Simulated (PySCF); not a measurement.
5-fluorofuran-3-one (C4H3FO2), SMILES O=C1C=C(F)OC1. Atoms are numbered in the order given.

```xyz
10

O     -0.5492     2.3835     0.0000
C     -0.2457     1.2157     0.0000
C     -1.0648     0.0134     0.0000
C     -0.1898    -1.0175     0.0000
F     -0.4369    -2.2897     0.0000
O      1.0985    -0.7334     0.0000
C      1.1988     0.6931     0.0000
H     -2.1487    -0.0484     0.0000
H      1.7477     1.0138     0.8974
H      1.7477     1.0138    -0.8974
```

Geometry optimised at PBE0-D3(BJ)/def2-SVP. One conformer was computed; it need not be the lowest.

These are PBE/def2-TZVP (PySCF) values and carry that method's errors.

Symmetry labels are those of the subgroup Cs that the program uses (full group Cs).

### Question
List the valence orbital energies around the gap with their symmetry. (Estimate from the structure and the level; the computed values follow.)

### Answer

```tsv
orbital	symmetry	energy (eV)
HOMO−7	A'	-11.34
HOMO−6	A'	-10.57
HOMO−5	A'	-10.27
HOMO−4	A'	-9.99
HOMO−3	A"	-9.60
HOMO−2	A"	-9.05
HOMO−1	A"	-6.38
HOMO	A'	-5.85
LUMO	A"	-2.08
LUMO+1	A"	0.28
LUMO+2	A'	0.35
LUMO+3	A'	0.86
```
